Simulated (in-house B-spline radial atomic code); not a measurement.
RPA and G0W0 for Yb II (Yb+), [Xe] 4f14 6s1, highest spin, as one setting changes: the radius of a hard wall (bohr). Start: PBE0. A dash marks a level of low quasi-particle weight. Computed with a B-spline radial code for spherical atoms: all electrons, scalar-relativistic (spin-free one-electron X2C), finite nucleus, each spin shell either full or empty, empty states to l = 9 with an (l + 1/2)⁻⁴ tail; G0W0 by contour deformation at full frequency.

Without the two-electron picture change, the correlation of inner shells comes somewhat too large for so heavy an element.

RPA overbinds a lone outer s electron by self-correlation, and G0W0 tends to as well.

```
radius of a hard wall (bohr)  mean-field level (eV)  G0W0 level (eV)  RPA correlation (Eh)
                           4                 -0.935     6s up -4.538               -6.4068
                           5                 -7.124    6s up -10.237               -6.3775
                           6                      ?                ?                     ?
                           8                      ?                ?                     ?
                          12                -10.129    6s up -12.554               -6.3549
```

What belongs in the row for 6?

mean-field level (eV): -9.088; G0W0 level (eV): 6s up -11.909; RPA correlation (Eh): -6.3664.

What belongs in the row for 8?

mean-field level (eV): -10.010; G0W0 level (eV): 6s up -12.543; RPA correlation (Eh): -6.3576.
